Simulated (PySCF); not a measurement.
Molecule: SMILES CCc1c(cccc1)C(F)(F)F. Atoms near the plane z = 0.0 Å, at the GFN2-xTB optimised geometry (x, y, z in Å): C2 (-1.7, -1.9, 0.0), C3 (-0.9, -0.6, 0.0), C4 (-1.5, 0.6, 0.0), C5 (-0.8, 1.8, 0.0), C6 (0.6, 1.8, 0.0), C7 (1.2, 0.6, 0.0), C8 (0.5, -0.6, 0.0), C9 (1.3, -1.9, 0.0), F10 (1.0, -2.7, 1.0), F12 (2.6, -1.7, 0.0), H16 (-2.6, -1.7, -0.6), H17 (-1.2, -2.7, -0.4), H18 (-2.6, 0.6, 0.0), H19 (-1.4, 2.7, 0.0), H20 (1.1, 2.7, 0.0), H21 (2.3, 0.5, 0.0).

Computed with PBE0/def2-SVP run with PySCF. Cells within 0.4 Å of a nucleus heavier than hydrogen are left out (blank, or x). The values are rescaled to run from 0 to 1.

```
|22222222222222222222222222222|
|22222222222222222222222222222|
|22222222222222222222222222222|
|22222222222222222222222222222|
|22222222222222222222222222222|
|22222222211221122112222222222|
|22222222224421123421222222222|
|22222222228931127932222222222|
|222222221258x454x631222222222|
|22222221112xx99xx311122222222|
|222222221259x444x621122222222|
|22222123338831127933321222222|
|222221298xx410014xx8821222222|
|222221266xx510014xx7721222222|
|22222222227831128832322222222|
|22222221114xx55xx521122222222|
|22222221113xx89xx311122222222|
|22222221126733337621133222222|
|222222233475211279322x4122222|
|222222246xx211113xx42xx122222|
|222222233xx421100xx2345222222|
|22222211137521110100122222222|
|22222221124322211111122222222|
|22222222122222222112222222222|
|22222222222222222222222222222|
|22222222222222222222222222222|
|22222222222222222222222222222|
|22222222222222222222222222222|
|22222222222222222222222222222|
```
Scale: ten equal steps from 0.000 (start of '0') to 1.00 (end of '9'), in the order '0123456789'; x runs from -5.00 to 5.00, y from -5.00 (bottom) to 5.00 (top).

Q: Which quantity is mapped?
A) Laplacian of the electron density
B) an orbital amplitude
C) log10 of the electron density
D) deformation density (molecule minus spherical neutral atoms)

A: D, deformation density (molecule minus spherical neutral atoms). In full: deformation density (molecule minus spherical neutral atoms) (e/bohr³).
